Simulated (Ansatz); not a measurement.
Tl2H⁺. Charge 1, multiplicity 1. Geometry PBE0-D4/def2-TZVP; atoms count from 1.

```xyz
3

Tl   -2.038   -0.078    0.630
Tl    2.038    0.078   -0.629
H     0.000   -0.001   -0.001
```

In the def2 sets Tl takes a core potential; there is no spin–orbit coupling. The structure comes from a short search, and lower isomers may exist.

(1) Estimate the Mulliken populations from the PBE0/def2-TZVP orbitals of Ansatz.

Results:

(1) 
| atom | charge (e) |
| --- | --- |
| Tl1 | 0.68 |
| Tl2 | 0.68 |
| H3 | -0.37 |
Mulliken values and Mayer orders depend strongly on the basis.
